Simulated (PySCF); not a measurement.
**Correlation energy of Cl⁻ (chlorine, charge -1)**

[Ar], closed-shell 1S. All numbers are calculated (PySCF 2.14, the non-relativistic Hamiltonian (point nucleus), in aug-cc-pwCVDZ (6s5p3d, 36 functions)). Frozen: 1s2; 16 electrons correlated.

```csv
level,correlation energy (mhartree)
CCSD,-322.46
(T),-6.05
CCSD(T),-328.51
```

Diagnostics: T1 = 0.0065, D1 = 0.0145, largest double amplitude 0.041.

**Question.** Is a single reference adequate?

**Answer.** Yes: T1 lies below 0.03 and no double amplitude reaches 0.07.
